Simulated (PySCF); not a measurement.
CH6ClFOSi2. Atoms are numbered in the order given.

```xyz
12

O      0.5366    -1.8273    -0.2082
C      0.8971    -0.4766    -0.5368
Si     2.3011     0.1079     0.6247
Si    -0.6124     0.6370    -0.5977
F     -1.5967     0.2441    -1.8250
Cl    -1.6417     0.2537     1.1645
H     -0.0041    -1.7997     0.5960
H      1.3144    -0.4988    -1.5609
H      2.6982     1.5138     0.3124
H      1.8048     0.0367     2.0278
H      3.4706    -0.7972     0.4615
H     -0.3223     2.0839    -0.7004
```
Charge 0, spin multiplicity 1.

Geometry optimised at B3LYP-D3(BJ)/def2-SVP. The structure was generated by enumeration; whether it is a known compound was not checked. One conformer was computed; it need not be the lowest.

Calculation: PBE/def2-TZVP (PySCF).

Isolated molecule, no solvent.

| Quantity | Value |
|---|---|
| total energy | -1255.47524 hartree |
| highest occupied level | -6.27 eV |
| lowest empty level | -1.11 eV |
| orbital gap | 5.16 eV |
| dipole moment | 0.334 e·Å |
| quadrupole, principal values (traceless, Buckingham form, about the centre of nuclear charge) | -4.35, -2.72, 7.07 D·Å |
| mean static polarisability | 81.3 bohr³ (12.05 Å³) |
| polarisability, principal values | 73.9, 78.6, 91.5 bohr³ |
